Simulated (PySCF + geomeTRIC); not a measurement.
The multiplicity is imposed and other spin states were not computed.

Species: [Zn(NH2)(CH3)] (charge 0, multiplicity 1).

### Question
Give a relaxed geometry from TPSS-D3(BJ)/def2-SVP (PySCF + geomeTRIC).

### Answer
Several could match; the one computed here: the end point of this relaxation, one of several conformers.
Cartesian coordinates (Å) in one orientation:
```xyz
8

Zn     0.000     0.099    -0.072
N     -0.413    -1.159    -1.345
H      0.386    -1.569    -1.843
H     -1.069    -0.855    -2.074
C      0.356     1.315     1.396
H      1.428     1.581     1.444
H      0.075     0.867     2.367
H     -0.216     2.255     1.281
```
